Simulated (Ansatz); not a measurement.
Geometry optimisation, DFT PBE, scalar-relativistic, plane waves, PAW in Ansatz.

input.yaml

```yaml
crystal:
  lattice:
    - [5.9, 0.0, 0.0]
    - [4.425, 7.664325, 0.0]
    - [0.0, 0.0, 16.6846]
  atoms:
    - { symbol: Ti, position: [0.0, 0.0, 0.0599355] }
    - { symbol: Ti, position: [0.5, 0.0, 0.0599355] }
    - { symbol: Ti, position: [0.0, 0.3333333, 0.0599355] }
    - { symbol: Ti, position: [0.5, 0.3333333, 0.0599355] }
    - { symbol: Ti, position: [0.0, 0.6666667, 0.0599355] }
    - { symbol: Ti, position: [0.5, 0.6666667, 0.0599355] }
    - { symbol: Ti, position: [-0.1666667, 0.2222222, 0.2003225] }
    - { symbol: Ti, position: [0.3333333, 0.2222222, 0.2003225] }
    - { symbol: Ti, position: [-0.1666667, 0.5555556, 0.2003225] }
    - { symbol: Ti, position: [0.3333333, 0.5555556, 0.2003225] }
    - { symbol: Ti, position: [-0.1666667, 0.8888889, 0.2003225] }
    - { symbol: Ti, position: [0.3333333, 0.8888889, 0.2003225] }
    - { symbol: Ti, position: [0.0, 0.0, 0.3407094] }
    - { symbol: Ti, position: [0.5, 0.0, 0.3407094] }
    - { symbol: Ti, position: [0.0, 0.3333333, 0.3407094] }
    - { symbol: Ti, position: [0.5, 0.3333333, 0.3407094] }
    - { symbol: Ti, position: [0.0, 0.6666667, 0.3407094] }
    - { symbol: Ti, position: [0.5, 0.6666667, 0.3407094] }
    - { symbol: "N", position: [0.838514, 0.2267014, 0.4425998] }
    - { symbol: O, position: [0.838514, 0.2267014, 0.5133237] }
basis:
  ecutwfc: 420.0
kpoints:
  mp_grid: { grid: [3, 2, 1] }
hamiltonian:
  xc: pbe
scf:
  occupations: { method: gaussian, width: 0.1 }
  lower_state_search: "off"
relax:
  f_tol: 0.03
  max_steps: 60
  adjacent_minimum: "off"
  constraints: [{ sites: [0, 1, 2, 3, 4, 5] }]
```

Run as:

```bash
$ ansatz run input.yaml --threads 4 --pin off --max-ram 10240MiB --backend cpu --events-out ev --progress --plain --runs-dir out
```

Q: Where does it end, and by what steps?

A: It converged. Limits of this set-up: coarse k mesh, thin slab, slab without dipole correction, odd electron count without spin, a typed lattice constant that wasn't relaxed here. After 17 steps the energy has fallen by 3.199 eV; O20 moved furthest, 2.46 Å. Joined: Ti13–O20 (3.36 → 2.12 Å), Ti14–O20 (4.44 → 2.10 Å), Ti16–O20 (3.36 → 2.11 Å).

```csv
step,energy less start (eV),largest force component (eV/Å),accepted
0,0.0000,4.464,yes
1,-0.6314,3.442,yes
2,-0.9615,0.327,yes
3,-1.1324,0.258,yes
4,-1.2044,0.435,yes
5,-1.2999,0.713,yes
6,-1.4853,0.940,yes
7,-1.8676,2.270,yes
8,-2.2895,1.859,yes
9,-2.5926,0.956,yes
10,-2.7847,0.700,yes
11,-2.9215,0.316,yes
12,-3.0516,0.308,yes
13,-3.1637,0.293,yes
14,-3.1858,0.236,yes
15,-3.1975,0.065,yes
16,-3.1980,0.053,yes
17,-3.1993,0.025,yes
```

```xyz
20
Lattice="5.9000 0.0000 0.0000 4.4250 7.6643 0.0000 0.0000 0.0000 16.6846" Properties=species:S:1:pos:R:3
Ti 0.000 0.000 1.000
Ti 2.950 0.000 1.000
Ti 1.475 2.555 1.000
Ti 4.425 2.555 1.000
Ti 2.950 5.110 1.000
Ti 5.900 5.110 1.000
Ti -0.061 1.700 3.125
Ti 2.914 1.694 3.232
Ti 1.507 4.237 3.193
Ti 4.451 4.284 3.183
Ti 2.961 6.790 3.157
Ti 5.952 6.827 3.176
Ti 0.109 -0.019 5.444
Ti 3.102 0.026 5.515
Ti 1.329 2.559 5.573
Ti 4.321 2.655 5.514
Ti 2.940 5.097 5.419
Ti 5.915 5.187 5.430
N 5.806 1.688 6.588
O 4.582 0.927 6.693
```

Whether the end is a true minimum wasn't checked by a vibrational analysis.

The run took 89 s on 4 threads of Intel(R) Xeon(R) 6975P-C (Granite Rapids), on a shared host, peak memory 2.2 GiB.
